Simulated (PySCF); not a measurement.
Isomers of C5H4OSSi, one GFN2-xTB conformer each. Single-point energies are computed at PBE0/pcSseg-1 (PySCF, gas phase, no added dispersion term), electronic only.

```tsv
SMILES	GFN2-xTB relative energy (kJ/mol)
O=CC#CC#C[SiH2]S	0.0
C#CC(=C=S)[SiH2]C=O	98.5
```

Conformers: `[O:1]=[CH:2][C:3]#[C:4][C:5]#[C:6][SiH2:7][SH:8]` with C6–Si7–S8–H -60°; `[CH:1]#[C:2][C:3](=[C:4]=[S:5])[SiH2:6][CH:7]=[O:8]` with C2–C3–Si6–C7 -26°, C3–Si6–C7–O8 -171°.

Task: What does PBE0/pcSseg-1 give for the same structures?

Result: 
| SMILES | PBE0/pcSseg-1 E (Eh) | PBE0/pcSseg-1 (kJ/mol) | GFN2-xTB (kJ/mol) | point group |
| --- | --- | --- | --- | --- |
| O=CC#CC#C[SiH2]S | -955.10376 | 0.0 | 0.0 | C1 |
| C#CC(=C=S)[SiH2]C=O | -955.07422 | 77.6 | 98.5 | C1 |

Both levels put the same isomer lowest. As drawn, the lower has an S–H bond, which the higher lacks; the higher has cumulated double bonds, a C=S bond and a C=C bond outside aromatic rings, which the lower lacks.

Task: Which frontier levels, dipoles and rotational constants go with these structures?

Result: 
| SMILES | HOMO (eV, PBE0/pcSseg-1) | LUMO (eV) | dipole (D) | A, B, C (MHz) |
| --- | --- | --- | --- | --- |
| O=CC#CC#C[SiH2]S | -7.74 | -2.98 | 2.15 | 6051, 347.8, 333.2 |
| C#CC(=C=S)[SiH2]C=O | -6.72 | -2.64 | 1.53 | 2271, 771.3, 590.3 |
